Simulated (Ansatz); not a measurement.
Computed with Ansatz on PBE0-D4/def2-TZVP structures; ΔE is electronic, products minus reactants. CBS: MP2 limit from def2 TZ/QZ plus the TZ coupled-cluster correction, frozen cores. This one scheme is used for every species. Functionals use def2-TZVPP. B3LYP here is the variant with VWN-RPA as its local correlation; programs differ in this. Each species was taken in one conformer, which may not be the lowest.

`[AlH2][SiH2]BC[SiH3]` + H–F → `F[SiH2]BC[SiH3]` + `[AlH3]`  (cleavage of the Si–Al bond)

Task: Is it downhill or uphill in electronic energy at CCSD(T)/CBS, and by how much? (Estimate.)

Result: Computed: Downhill: ΔE = -101.5 kJ/mol.

Task: What do these levels give: ωB97M-V, PBE, r2SCAN, B3LYP, SCS-MP2/def2-TZVPP, CCSD/CBS(def2)? (Estimate.)

Result: The calculation gave: ωB97M-V -112.9, PBE -82.4, r2SCAN -100.0, B3LYP -115.2, SCS-MP2/def2-TZVPP -116.6, CCSD/CBS(def2) -107.8 kJ/mol.

Largest T1 diagnostic among the species: 0.014.

From PBE to PBE0 (25 % exact exchange), in def2-TZVPP and without D4, ΔE moves by −6.4 kJ/mol. In def2-TZVPP, CCSD(T) changes the Hartree–Fock value by +42.2 kJ/mol (the triples alone add +6.3 kJ/mol) and MP2 by +37.0 kJ/mol.
